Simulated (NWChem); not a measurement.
## Correlation energy of digermane (H₆Ge₂)

SMILES: [GeH3][GeH3]
```xyz
8

Ge     1.2179     0.0515     0.0000
Ge    -1.2179    -0.0515     0.0000
H      1.7278     0.8119     1.2527
H      1.7301     0.7891    -1.2654
H      1.8209    -1.3781     0.0133
H     -1.7278    -0.8119     1.2527
H     -1.7301    -0.7891    -1.2654
H     -1.8209     1.3781     0.0133
```
Charge 0, spin multiplicity 1.

The numbers come from NWChem runs, not from measurements. All single points use one geometry, from PBE/def2-SVP, a minimum by its harmonic frequencies.

Basis set: 6-31G*. Each correlation energy counts from its own Hartree-Fock reference.

The Hamiltonian is non-relativistic. The correlated methods keep 18 core orbitals frozen. The Pople sets run with spherical d functions. Coupled-cluster values serve here as a point of comparison, not as the truth.

### Question
Order these methods by the correlation energy they give, lowest first: CR-CCSD[T], CCSD, SCS-MP2, MP2, CCSD(T), CCSD+T(CCSD).

### Answer
CCSD+T(CCSD) (-520.4 mHa), CCSD(T) (-519.1 mHa), CR-CCSD[T] (-517.8 mHa), CCSD (-508.9 mHa), MP2 (-497.2 mHa), SCS-MP2 (-466.6 mHa)
